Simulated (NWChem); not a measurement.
System: SiH2SCl2; SMILES S[SiH](Cl)Cl

NWChem input:

```
start job
memory heap 200 mb stack 900 mb global 1100 mb
geometry units angstroms noautosym nocenter noautoz
  Si     0.014036     0.030555     0.474505
  S      0.591035    -1.844531    -0.340915
  Cl     1.212956     1.558808    -0.205361
  Cl    -1.915685     0.328144    -0.151614
  H      0.061220     0.070008     1.954068
  H      1.839795    -1.781825     0.176428
end
basis spherical
  * library def2-svp
end
dft
  xc b3lyp
  iterations 150
end
property
  efieldgrad
end
task dft property
```

All runs use the structure optimised with PBE0/def2-SVP.

Vzz is the largest principal value of the second derivative of the potential at the nucleus (NWChem prints the opposite sign); η is the asymmetry. Non-relativistic.

Atoms are numbered as in the input.

Question: Give the results of this calculation. (B3LYP/def2-SVP.) Quantities: Vzz S2 (a.u.); η S2; Vzz Cl3 (a.u.); η Cl3; Vzz Cl4 (a.u.); η Cl4.

Answer: 
| Quantity | Value |
|---|---|
| Vzz S2 (a.u.) | -2.080 |
| η S2 | 0.72 |
| Vzz Cl3 (a.u.) | 2.019 |
| η Cl3 | 0.10 |
| Vzz Cl4 (a.u.) | 2.101 |
| η Cl4 | 0.04 |
